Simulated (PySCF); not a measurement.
**Static response to an electric field**

Species: C3H12N2Si.
Geometry (PBE0-D3(BJ)/def2-SVP, Å), atoms numbered from 1 in this order:
```xyz
18
C3H12N2Si angstrom
C      2.7296    0.5364   -0.0888
C      1.5267   -0.2396    0.4210
C      0.3906   -0.3147   -0.5946
N     -0.7769   -1.0361   -0.1411
Si    -2.1531   -0.3039    0.5993
N     -2.7768    0.8950   -0.4738
H      3.1441    0.0804   -1.0031
H      2.4585    1.5757   -0.3357
H      3.5370    0.5736    0.6579
H      1.1398    0.2187    1.3476
H      1.8285   -1.2666    0.6953
H      0.0699    0.7073   -0.8624
H      0.7736   -0.7589   -1.5338
H     -0.6216   -2.0247    0.0231
H     -1.9180    0.4650    1.8679
H     -3.0337   -1.4728    0.9318
H     -3.1012    0.6532   -1.4029
H     -3.2529    1.7108   -0.1085
```

Level: CAM-B3LYP/def2-SVPD (PySCF), static field, nuclei fixed, core orbitals frozen in the response. The polarisability tensor in these axes (au):

```
x   93.08  1.08 -3.02
y    1.08 76.53 -1.91
z   -3.02 -1.91 75.56
```

Question: What are the eigenvalues, a third of the trace, and Δα (Δα² = ½Σ(αi − αj)² over the three pairs)?

Answer: Principal values 73.90, 77.57 and 93.69 au; mean 81.72 au = 12.11 Å³ = 13.47 × 10⁻⁴⁰ C²·m²/J; Δα = 18.24 au (22 % of the mean).

Question: What is the dipole moment, and where does it point?

Answer: (0.06, 0.07, -0.60) D, 0.61 D in size, pointing from the negative to the positive side. Measured along this direction, the outermost atoms are H15 at the negative end and H13 at the positive end.

Question: How large is μ²/3kT at 500 K beside α?

Answer: In Gaussian units μ²/3kT = 1.78 Å³ against 12.11 Å³, a ratio of 0.15; the Debye molar polarisation (4π/3)N_A(α + μ²/3kT) is 35.0 cm³/mol, leaving out the vibrational part.

Question: What would n − 1 = 2πNα be for an ideal gas of these molecules at 350 K and 1 atm, electronic part alone?

Answer: N = p/kT = 2.0968 × 10¹⁹ cm⁻³, so n − 1 = 2π × N × 12.11 × 10⁻²⁴ cm³ = 1595 × 10⁻⁶ at long wavelengths.

Question: What are the principal values of the traceless quadrupole moment, Θ = ½Σq(3rr − r²1), about the centre of nuclear charge?

Answer: -5.80, -1.37, 7.17 D·Å. The values depend on the origin, since the dipole doesn't vanish. The electronic extent ⟨r²⟩ about the same centre is 1152 bohr², a root-mean-square distance of 2.36 Å for the 58 electrons.

Question: Find the Langevin capture rate constant for H3O+ (19.018 u) meeting this molecule (104.077 u), k = 2.342 × 10⁻⁹ cm³/s × √(α in Å³ / reduced mass in u).

Answer: The reduced mass is 16.08 u, so k = 2.03 × 10⁻⁹ cm³/s. The formula leaves out the permanent dipole, which adds to the capture rate.

Isolated species at its PBE0-D3(BJ)/def2-SVP geometry (one conformer only).
